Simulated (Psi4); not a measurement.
C4H4N, doublet (typed; the unrestricted solution is spin-contaminated), geometry from GFN2-xTB. Base run: Psi4 with HF/3-21G.

The Psi4 input:
```
memory 2 GB

molecule mol {
0 2
H    -0.022168    0.025782    2.072187
N    -0.011004    0.037225    1.065010
C     0.015778    1.159625    0.282075
C    -0.020268   -1.066645    0.268602
C     0.022802    0.728539   -1.005338
C     0.000547   -0.667354   -1.045536
H     0.027217    2.144337    0.701227
H    -0.040862   -2.056169    0.682023
H    -0.000314   -1.299520   -1.909329
}

set {
  basis 3-21g
  reference uhf
}

energy('scf')
print_variables()
```

The base run was repeated with changes; each row names its change, and settings that it needs were set with it.

```tsv
change	E (Eh)	SCF-reference dipole (D)	SCF-reference <S^2>
base	-206.99189	2.44	0.960
functional = svwn	-207.13694	2.78	0.755
functional = m06-2x	-208.21891	2.66	0.758
functional = b3lyp5	-208.18297	2.66	0.756
functional = mn15	-207.77097	2.63	0.759
functional = m06-l	-208.31306	2.71	0.760
functional = scan	-208.21923	2.69	0.761
functional = pw6b95	-208.57663	2.67	0.758
functional = pbe	-208.04892	2.71	0.756
functional = blyp	-208.22320	2.65	0.754
functional = pbe0-dh	-208.01685	-	0.767
functional = wb97x	-208.25376	2.77	0.759
functional = m06	-208.22265	2.68	0.761
```

Total energies compare only within one method and basis.

Open shells are given as the SCF converged; they aren't shown to be the lowest states, and a large step between rows can be another state.
